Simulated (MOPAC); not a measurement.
Spectroscopic constants of LiC+, multiplicity 3 (lowest of 2S+1 = 1, 3, 5 at CCSD(T)/def2-TZVPP on PBE0 minima; our sources give no spin for the ground state, which may be another).

The constants come from a fifth-degree fit in 1/R (seven points, main isotopes). In def2 and cc sets the state is the lowest found near the PBE0 minimum, followed along R.

The state that PM7 reach isn't checked; PM7 holds dispersion and hydrogen-bond terms.

Run with MOPAC for PM7 (differences of heats of formation). Values without a source in brackets are computed.

Energies at PM7:

```
R (Å)     E (hartree)
--------  -----------
2.123362   0.48776041
2.180441   0.48730487
2.232954   0.48730668
2.292317   0.48768274
2.351680   0.48835554
2.420176   0.48938962
2.500087   0.49081463
```

Question: With a reduced mass of 4.4274 u, find the minimum, the force constant and the constants.

Answer: A fifth-degree polynomial in 1/R puts the minimum at r_e = 2.2059 Å with force constant 56.2 N/m. Then ω_e = (1/2πc)√(k/μ) = 464 cm⁻¹ and B_e = h/(8π²cμr_e²) = 0.7825 cm⁻¹; the cubic and quartic terms give α_e = 0.019 and ω_e x_e = 10 cm⁻¹.
